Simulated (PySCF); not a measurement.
CH10GeO2Si2, SMILES C[SiH2]O[SiH2][O][GeH3] at its GFN2-xTB optimised geometry (Å):

```
16

Si    -0.5698    -2.4626     2.7553
C     -2.3899    -1.9917     2.4894
O      0.2262    -2.4714     1.3409
Si     0.6978    -1.7011     0.0000
O      0.2687    -0.1370     0.0000
Ge    -0.7447     1.1051     0.6489
H     -0.4199    -3.8424     3.2160
H      0.0821    -1.4953     3.6477
H     -2.8774    -2.6752     1.7986
H     -2.9467    -2.0142     3.4214
H     -2.4805    -0.9874     2.0744
H      0.0166    -2.3522    -1.1117
H      2.1529    -1.7011     0.0000
H     -2.1529     0.8411     0.1921
H     -0.6313     1.0877     2.1458
H     -0.1812     2.3522     0.0390
```

Computed with PBE0/def2-TZVP (PySCF). Cells within 0.4 Å of a nucleus heavier than hydrogen are left out (blank, or x).

Map of the HOMO−1 amplitude (bohr^(-3/2)) on the plane z = 1.5 Å; orbital energy -8.62 eV, overall sign arbitrary:

```
|55555555555555555555555555555|
|55555555555555555555555555555|
|55555555555555555555555555555|
|55555555555555555555555555555|
|55555555555555555555555555555|
|55555555555555555555555555555|
|55556666665555555555555555555|
|55566666666665555555555555555|
|55666666666666665555555555555|
|55666666666666666655555555555|
|56666666666776666666555555555|
|66666666666776666666555555555|
|66666666666766666666555555555|
|66666666666666655555555555555|
|66666666666666555555555555555|
|66666666666655555555555555555|
|66666666666555555555555555555|
|66666666665566666665555555555|
|66666666655666666666555555555|
|66666666555667877666555555555|
|66666665555668997665555555555|
|66666655555668xx6555555555555|
|66666655555566xx2455555555555|
|66666555555554102455555555555|
|66666555555554333455555555555|
|66665555555555444555555555555|
|55655555556555555555555555555|
|55555555666665555555555555555|
|55555556666666555555555555555|
```
Scale: ten equal steps from -0.232 (start of '0') to 0.156 (end of '9'), in the order '0123456789'; x runs from -4.50 to 4.50, y from -4.50 (bottom) to 4.50 (top).
